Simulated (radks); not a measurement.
Values are calculated unless marked as measured or tabulated.
Problem. Pt+, 77 electrons, occupied as [Xe] 4f14 5d9. Level of theory: Dirac Kohn-Sham, PBE, spin-unpolarised, spherical densities, finite nucleus; open shells fill j = l - 1/2 first; Fermi nuclear charge, rms radius 5.427 fm (a radial shooting solver on a logarithmic mesh with Libxc functionals). Some entries of the table are withheld. Estimate them.

| orbital | occ. | eigenvalue (eV) | <r> (bohr) |
|---|---|---|---|
| 1s1/2 | 2 | -78280.34 | (1) |
| 2s1/2 | 2 | -13748.58 | 0.07171 |
| 2p1/2 | 2 | -13181.29 | 0.05906 |
| 2p3/2 | 4 | -11452.43 | 0.06749 |
| 3s1/2 | 2 | -3235.328 | 0.1866 |
| 3p1/2 | 2 | -2979.801 | 0.1768 |
| 3p3/2 | 4 | -2599.768 | 0.1923 |
| 3d3/2 | 4 | -2172.889 | 0.1676 |
| 3d5/2 | 6 | -2090.972 | 0.1723 |
| 4s1/2 | 2 | (2) | (3) |
| 4p1/2 | 2 | -592.9062 | 0.4179 |
| 4p3/2 | 4 | -502.4048 | 0.4517 |
| 4d3/2 | 4 | -324.2441 | 0.4617 |
| 4d5/2 | 6 | -307.4121 | 0.4729 |
| 5s1/2 | 2 | (4) | 0.9543 |
| 4f5/2 | 6 | -79.8856 | 0.5126 |
| 4f7/2 | 8 | -76.4322 | 0.5200 |
| 5p1/2 | 2 | -75.0561 | (5) |
| 5p3/2 | 4 | -60.1775 | (6) |
| 5d3/2 | 4 | (7) | 1.607 |
| 5d5/2 | 5 | (8) | 1.679 |

Solution. 
(1) 1s1/2 <r> (bohr): 0.01715
(2) 4s1/2 eigenvalue (eV): -701.4867
(3) 4s1/2 <r> (bohr): 0.4150
(4) 5s1/2 eigenvalue (eV): -109.6384
(5) 5p1/2 <r> (bohr): 1.036
(6) 5p3/2 <r> (bohr): 1.136
(7) 5d3/2 eigenvalue (eV): -15.0978
(8) 5d5/2 eigenvalue (eV): -13.7299
